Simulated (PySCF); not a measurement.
Computed IR spectrum (relative IR intensity) of a molecule H₁₁NSi₄. Coordinates come from a PBE-D3(BJ)/def2-SVP optimisation. The values are those of a single conformer. These are PBE-D3(BJ)/def2-SVP (PySCF) values and carry that method's errors. Frequencies are harmonic and unscaled.

Lines under 2 % of the strongest are left out, and lines within 2 cm⁻¹ are merged.

ν (cm⁻¹): 219 (w), 457 (m), 492 (w), 524 (w), 542 (w), 793 (w), 807 (vs), 814 (vs), 845 (w), 856 (w), 899 (m), 903 (w), 908 (m), 1498 (w), 2129 (m), 2138 (m), 2145 (m), 2149 (w), 2155 (w), 2157 (s), 2165 (m), 3453 (w), 3547 (w) (against the strongest line: vs over 80 %, s over 45 %, m over 15 %, w over 4 %, vw less)

### Question
Pick the molecule that these values belong to.
A) N[Si@@H]([SiH3])[SiH2][SiH3]
B) N[Si]([SiH3])([SiH3])[SiH3]
C) [SiH3][SiH2]N([SiH3])[SiH3]
D) [SiH3][SiH2]N[SiH2][SiH3]

### Answer
B, N[Si]([SiH3])([SiH3])[SiH3]
